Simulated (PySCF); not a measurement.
## C₆ coefficients of unlike pairs at BP86

Calculated with PySCF 2.14 from the dipole response of each species, C₆(A,B) = (3/π) ∫ α_A(iu) α_B(iu) du, in atomic units, from isotropic polarisabilities. For ions this is the dispersion term alone; charge-induced terms of lower order in 1/R come first.

| species | configuration | basis | relativity | α (bohr³) | C₆ (like pair) |
| --- | --- | --- | --- | --- | --- |
| Cr²⁺ | [Ar] 3d4 (5D) | aug-cc-pwCVTZ-DK with one added diffuse shell each of s, p, d, f, g type (11s10p8d5f4g) | spin-free X2C | 4.676 | 14.06 |
| Si | [Ne] 3s2 3p2 (3P) | aug-cc-pCVTZ-DK with one added diffuse shell each of s, p, d, f type (9s8p6d4f) | spin-free X2C | 42.26 | 348.7 |
| Cr³⁺ | [Ar] 3d3 (4F) | aug-cc-pVTZ-DK (8s7p5d3f2g) | spin-free X2C | 2.203 | 5.548 |

(1) Estimate C₆ for Cr³⁺ with Si.

No spin-orbit coupling is included.

The other pairs:

```
      pair     C₆
Cr³⁺, Cr²⁺  8.671
  Si, Cr²⁺  58.75
```

## Answers

(1) The integral gives 31.93. The combination rule 2 C_A C_B / (C_A α_B/α_A + C_B α_A/α_B) gives 31.06 and the geometric mean 43.99.
